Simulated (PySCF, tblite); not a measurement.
Compound: C6H7Cl.
Bonds: Cl1–C2, C2–C3, C3–C4 (double), C4–C5, C5–C6, C6–C7 (double), C2–C7. Hydrogens: H8 on C2; H9 on C3; H10 on C4; H11, H12 on C5; H13 on C6; H14 on C7.

Computed with GFN2-xTB (tblite), gas phase: Langevin dynamics at 300 K from the optimised GFN2-xTB geometry, time step 0.5 fs, friction 0.01 fs⁻¹, 2000 steps. Over the second half of the run the saved frames average 253 K.

Frame at 250 fs, instantaneous temperature 246 K:
```
atom  x, y, z in Å
Cl1     2.263   -0.826    1.376
C2      1.408   -0.305   -0.165
C3      0.576   -1.499   -0.434
C4     -0.726   -1.530   -0.222
C5     -1.434   -0.385    0.442
C6     -0.762    0.893    0.289
C7      0.608    0.954    0.155
H8      2.160   -0.017   -0.961
H9      1.184   -2.324   -0.823
H10    -1.366   -2.412   -0.496
H11    -1.608   -0.713    1.479
H12    -2.415   -0.335    0.002
H13    -1.365    1.798    0.311
H14     1.054    1.945    0.124
```

Frame at 425 fs, instantaneous temperature 356 K:
```
atom  x, y, z in Å
Cl1     2.537   -1.067    0.956
C2      1.397   -0.190   -0.193
C3      0.630   -1.276   -0.779
C4     -0.567   -1.572   -0.375
C5     -1.147   -0.959    0.871
C6     -0.632    0.443    1.035
C7      0.546    0.762    0.572
H8      2.097    0.325   -0.872
H9      1.028   -1.827   -1.554
H10    -1.181   -2.299   -0.948
H11    -0.873   -1.557    1.729
H12    -2.220   -0.804    0.945
H13    -1.252    1.116    1.606
H14     0.932    1.739    0.805
```

Frame at 625 fs, instantaneous temperature 297 K:
```
atom  x, y, z in Å
Cl1     2.615   -1.235    1.080
C2      1.538   -0.082    0.024
C3      0.615   -1.016   -0.699
C4     -0.612   -1.350   -0.275
C5     -1.222   -0.675    0.892
C6     -0.471    0.595    1.298
C7      0.779    0.813    0.933
H8      2.277    0.312   -0.660
H9      0.966   -1.489   -1.579
H10    -1.245   -2.127   -0.715
H11    -0.997   -1.424    1.724
H12    -2.304   -0.467    0.715
H13    -0.907    1.204    2.055
H14     1.422    1.596    1.337
```

Frame at 800 fs, instantaneous temperature 269 K:
```
atom  x, y, z in Å
Cl1     2.754   -1.619    1.092
C2      1.660   -0.253    0.296
C3      0.662   -0.958   -0.536
C4     -0.646   -1.022   -0.280
C5     -1.304   -0.322    0.874
C6     -0.293    0.558    1.522
C7      0.998    0.583    1.418
H8      2.509    0.205   -0.207
H9      1.065   -1.641   -1.268
H10    -1.270   -1.592   -0.981
H11    -1.526   -1.129    1.574
H12    -2.195    0.226    0.577
H13    -0.782    1.141    2.287
H14     1.647    1.103    2.101
```

Frame at 1000 fs, instantaneous temperature 262 K:
```
atom  x, y, z in Å
Cl1     2.605   -1.350    1.615
C2      1.631   -0.280    0.393
C3      0.830   -1.164   -0.462
C4     -0.523   -1.209   -0.439
C5     -1.335   -0.433    0.583
C6     -0.485    0.513    1.393
C7      0.838    0.616    1.192
H8      2.502    0.168   -0.066
H9      1.308   -1.632   -1.327
H10    -0.959   -1.941   -1.028
H11    -1.813   -1.139    1.268
H12    -2.108    0.165    0.074
H13    -0.883    1.200    2.140
H14     1.439    1.357    1.630
```

Problem. What do single points at PBE0/pcSseg-1 (PySCF, gas phase) give on these frames?

Solution. 
```csv
t (fs),GFN2-xTB E above start (eV),DFT E above lowest frame (eV),HOMO (eV),LUMO (eV),dipole (D)
250,0.48,0.09,-7.23,-0.67,2.47
425,0.39,0.08,-7.36,-0.75,2.28
625,0.38,0.01,-7.28,-0.98,2.46
800,0.45,0.04,-7.49,-0.91,2.98
1000,0.42,0.00,-7.37,-1.04,2.98
```

The two levels order the frames alike by energy but for pairs within 0.08 eV at one level; measured from each level's lowest frame they differ by 0.07 eV at most. The HOMO–LUMO gap runs from 6.30 to 6.61 eV. These are instantaneous structures, not minima.

Problem. And the isotropic GIAO shieldings (ppm) from the same runs?

Solution. 
```
atom  250 fs  425 fs  625 fs  800 fs  1000 fs   mean  range
 Cl1   680.8   703.9   615.2   619.3    575.3  638.9  128.6
  C2   123.5   134.2   122.5   120.3    126.3  125.4   13.9
  C3    52.9    56.3    53.0    50.5     46.7   51.9    9.6
  C4    50.7    48.5    41.2    41.5     41.3   44.6    9.5
  C5   157.5   157.8   148.7   155.1    155.1  154.8    9.1
  C6    36.0    38.7    45.6    51.0     46.1   43.5   15.0
  C7    38.6    53.8    54.2    57.3     50.8   50.9   18.7
  H8    25.9    26.4    26.2    25.6     26.0   26.0    0.8
  H9    25.2    26.1    25.6    25.4     25.0   25.5    1.1
 H10    24.9    24.9    24.6    24.9     25.5   25.0    0.9
 H11    28.6    29.4    27.4    28.7     28.6   28.5    2.0
 H12    29.3    29.0    28.1    28.8     28.7   28.8    1.2
 H13    24.7    24.9    25.4    25.6     24.9   25.1    0.9
 H14    24.7    25.5    25.0    25.3     25.7   25.2    1.0
```

The cost below is that of the whole dynamics run. Hardware: Intel Xeon Platinum 8375C at 2.90 GHz, one thread, shared host with 96 logical CPUs at a one-minute load of 13. Cost: 12 s of wall time, 0.18 GiB resident at most.
